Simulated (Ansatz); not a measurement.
AlCl2(OH) (AlCl₂OH) was relaxed with PBE0-D4 (def2-TZVP) in Ansatz in these states: charge +1 doublet, neutral singlet. The geometries follow in no particular order.

A:

Cartesian coordinates in Å:
```
Al 0.098 -0.372 0.065
Cl 1.742 -1.558 0.483
Cl -1.785 -1.236 -0.120
O 0.329 1.279 -0.117
H -0.383 1.887 -0.310
```

B:

```xyz
5

Al    0.0304   -0.1692    0.0056
Cl    0.4036   -2.0305   -0.9422
Cl    0.1856   -1.3794    1.7429
O    -0.2227    1.3350   -0.5208
H    -0.3969    2.2441   -0.2856
```

Judge from the bond lengths which geometry belongs to which state (an estimate).

A is the neutral singlet (Al1–O4 1.677 Å, Al1–Cl2 2.070 Å, Al1–Cl3 2.080 Å); B is the charge +1 doublet (Al1–O4 1.614 Å, Al1–Cl2 2.122 Å, Al1–Cl3 2.123 Å).
